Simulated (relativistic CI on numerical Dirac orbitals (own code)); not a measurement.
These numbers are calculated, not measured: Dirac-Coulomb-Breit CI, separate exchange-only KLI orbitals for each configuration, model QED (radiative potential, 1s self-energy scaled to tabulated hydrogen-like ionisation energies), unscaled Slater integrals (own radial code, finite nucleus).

Configurations in the expansion (outside the closed core 1s2): 2s²2p⁶, 2s²2p⁵3s, 2s²2p⁵3p, 2s²2p⁵3d, 2s2p⁶3s, 2s2p⁶3p, 2s2p⁶3d, 2s²2p⁵4s, 2s²2p⁵4p, 2s²2p⁵4d, 2s²2p⁵4f, 2s²2p⁴3s², 2s2p⁶4s, 2s²2p⁴3s3p, 2s2p⁶4p, 2s²2p⁵5s, 2s2p⁶4d, 2s²2p⁵5p, 2s2p⁶4f, 2s²2p⁵5d, 2s²2p⁴3s3d, 2s²2p⁵5f, 2s²2p⁴3p², 2s²2p⁵5g, 2s²2p⁴3p3d, 2s2p⁵3s², 2s²2p⁴3d², 2s2p⁵3s3p, 2s2p⁵3s3d, 2s2p⁵3p², 2s2p⁶5s, 2s2p⁶5p, 2s2p⁵3p3d, 2s2p⁶5d, 2s2p⁶5f, 2s2p⁶5g. Levels of other configurations are missing.

At this charge energies of transitions that change n are usually good to better than 1 %, and those within a shell (Δn = 0) to a few per cent.

Outline of the computed level scheme of Tm LX. Lowest level of each configuration: 2s²2p⁶ ¹S0 at 0.0 eV; 2s²2p⁵3s ³P°2 at 7162.9 eV; 2s²2p⁵3p ³P1 at 7296.4 eV; 2s²2p⁵3d ³P°0 at 7715.1 eV; 2s2p⁶3s ³S1 at 8616.6 eV; 2s2p⁶3p ³P°1 at 8734.4 eV; 2s2p⁶3d ³D1 at 9167.5 eV; 2s²2p⁵4s ³P°2 at 9973.5 eV; 2s²2p⁵4p ³P1 at 10028.7 eV.

Some strong electric-dipole decays among the lowest 45 levels: 2s²2p⁵3d ¹P°1 → 2s²2p⁶ ¹S0 (2.1e+15 s⁻¹); 2s2p⁶3p ³P°1 → 2s²2p⁶ ¹S0 (1.1e+15 s⁻¹); 2s²2p⁵3d ³D°1 → 2s²2p⁶ ¹S0 (4.5e+14 s⁻¹); 2s2p⁶3p ¹P°1 → 2s²2p⁶ ¹S0 (3.4e+14 s⁻¹); 2s²2p⁵3s ¹P°1 → 2s²2p⁶ ¹S0 (1.1e+14 s⁻¹); 2s²2p⁵3d ³P°1 → 2s²2p⁶ ¹S0 (4.3e+13 s⁻¹); 2s²2p⁵4p ³P1 → 2s²2p⁵3s ³P°2 (3.9e+13 s⁻¹); 2s²2p⁵4s ¹P°1 → 2s²2p⁶ ¹S0 (3.8e+13 s⁻¹).

LS names give the leading component of a level, which can be under half, so a name can repeat, a term be missing and a line seem to break the LS rules.
